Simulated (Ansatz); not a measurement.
GaH5N2O, SMILES `[NH2][Ga]([NH2])[OH]`, one more setting.

```yaml
crystal:
  periodic: [false, false, false]
  atoms:
    - {symbol: N, position_ang: [0.004262, 1.640123, -0.790509]}
    - {symbol: Ga, position_ang: [0.188015, -0.082837, 0.263297]}
    - {symbol: N, position_ang: [-1.138315, -1.357309, 0.503556]}
    - {symbol: O, position_ang: [1.953608, -0.368204, 0.645523]}
    - {symbol: H, position_ang: [0.869161, 2.383673, -0.863665]}
    - {symbol: H, position_ang: [-0.918669, 2.023255, -0.878322]}
    - {symbol: H, position_ang: [-1.111273, -2.138502, 0.631230]}
    - {symbol: H, position_ang: [-2.170018, -0.960763, -0.008550]}
    - {symbol: H, position_ang: [2.068831, -1.138734, 1.000532]}
basis:
  gaussian: {orbitals: def2-SVP}
hamiltonian: {xc: {name: HF}}
```

```sh
$ ansatz run in.yaml --threads 4 --pin off --events-out ev --progress --plain --max-ram 10444MiB
```

Output, abridged:

```
Functional definition: HF
990 factors; integrals over basis functions are off by at most 1.4e-3 eV
mean field evaluation 1: about -57395.2529 eV, gradient 5.4e1 eV
mean field evaluation 2: about -57395.2549 eV, gradient 5.4e1 eV
mean field evaluation 4: about -57401.1102 eV, gradient 3.4e0 eV
mean field evaluation 8: about -57401.1477 eV, gradient 4.1e-4 eV
mean field -57401.14771947 eV, -2109.4532707950 hartree, gradient 1.1e-5 eV, S^2 0.000000; 0 other end points of the search recorded, 0 dependent functions left out
reference -57401.14771947 eV, -2109.4532707950 hartree; 29, 29 occupied and 70, 70 virtual orbitals, 990 factors
Total energy: -57401.14771947 eV, -2109.4532707950 hartree
```

Run time 0.45 s (4 threads of an Arm Neoverse V2 on a shared host); peak host memory 0.18 GiB.
